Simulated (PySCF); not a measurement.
# Harmonic wavenumber ωe across groups 1 and 12

PBE0 in PySCF with def2-SVP on every atom (core potentials on Rb, Cd, Cs, Hg), for the lowest determinant that a PBE0 search found; no spin–orbit coupling. The table gives the harmonic wavenumber ωe in cm⁻¹; every molecule is a doublet.

```tsv
	Zn	Cd	Hg
Li	–	146	111
Na	–	66.3	51.1
K	59.3	?	33.1
Rb	32.1	31.3	22.5
Cs	30.5	26.7	18.2
```

Question: Estimate the missing entry, KCd, from three neighbours as KZn × RbCd ÷ RbZn, and compare with the calculation.

Answer: 59.3 × 31.3 ÷ 32.1 = 57.8 cm⁻¹. PBE0/def2-SVP gives 44.3 cm⁻¹, so the estimate is off by +30.5 %.

Spin–orbit coupling is left out. States were picked by a PBE0 search and need not be the measured ground states.
